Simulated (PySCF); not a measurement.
H2BeO2, singlet, at the geometry optimised at the base level; HF/6-31G, frequencies (PySCF).

Input for PySCF:
```python
from pyscf import gto, scf
from pyscf.hessian import thermo

mol = gto.Mole()
mol.atom = '''
    Be    0.000000    0.000000    0.000000
    O     0.000000    0.000000    1.397279
    H     0.000000    0.000000    2.327693
    O    -0.000000   -0.000000   -1.397279
    H    -0.000000   -0.000000   -2.327693
'''
mol.basis = '6-31g'
mol.charge = 0
mol.spin = 0
mol.verbose = 3
mol.build()

mf = scf.RHF(mol)
mf.kernel()
hess = mf.Hessian().kernel()
freq = thermo.harmonic_analysis(mf.mol, hess)
print('frequencies / cm-1', freq['freq_wavenumber'].round(1))
th = thermo.thermo(mf, freq['freq_au'], 400, 101325)
thermo.dump_thermo(mf.mol, th)
```

Output, abridged:

```
converged SCF energy = -165.603730133439
frequencies / cm-1 [ 256.8  256.8  262.2  262.2  426.2  426.2  802.  1694.5 4359.3 4361.5]
temperature 400.0000 [K]
pressure 101325.00 [Pa]
Rotational constants [GHz] inf 6.88569 6.88569
Symmetry number 2
Zero-point energy (ZPE) 0.02986 [Eh]   78400.782 [J/mol]
                           tot       elec      trans        rot        vib
Entropy [J/mol/K]       273.171      0.000    161.770     61.573     49.827
Cv [J/mol/K]             70.490      0.000     12.472      8.314     49.703
Cp [J/mol/K]             78.804      0.000     20.786      8.314     49.703
Internal energy [J/mol]                      4988.676   3325.784  89868.538
Internal energy [Eh]   -165.56633  -165.60373
Enthalpy [J/mol]                             8314.460   3325.784  89868.538
Enthalpy [Eh]          -165.56507
Gibbs free energy [J/mol]                  -56393.666 -21303.586  69937.765
Gibbs free energy [Eh] -165.60669
```
